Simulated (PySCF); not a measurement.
Mg(H)(Et), C2H6Mg, SMILES C[CH2][MgH], CAM-B3LYP/def2-SVP optimised geometry.

```
9

Mg    -1.10     0.69     0.00
H     -2.80     0.70     0.00
C      1.00     0.69     0.00
C      1.70    -0.67    -0.09
H      1.34     1.22     0.91
H      1.34     1.33    -0.83
H      1.44    -1.21    -1.01
H      1.43    -1.33     0.75
H      2.80    -0.58    -0.08
```

Density from CAM-B3LYP/def2-TZVP in PySCF 2.14.0 at that geometry.

Minimum of the electron density along straight lines between bonded atoms, close to the bond critical point (lines longer than 1.1 times the sum of covalent radii, or with two minima, are not listed):

| bond | length / Å | ρ at the minimum / e bohr⁻³ | ∇²ρ there / e bohr⁻⁵ | position (fraction from the first atom) |
|---|---|---|---|---|
| Mg1–H2 | 1.697 | 0.055 | 0.22 | 0.52 |
| Mg1–C3 | 2.104 | 0.057 | 0.24 | 0.41 |
| C3–C4 | 1.536 | 0.237 | -0.56 | 0.49 |
| C3–H5 | 1.106 | 0.263 | -0.84 | 0.63 |
| C3–H6 | 1.106 | 0.263 | -0.84 | 0.63 |
| C4–H7 | 1.103 | 0.271 | -0.91 | 0.64 |
| C4–H8 | 1.103 | 0.271 | -0.91 | 0.64 |
| C4–H9 | 1.104 | 0.271 | -0.91 | 0.64 |
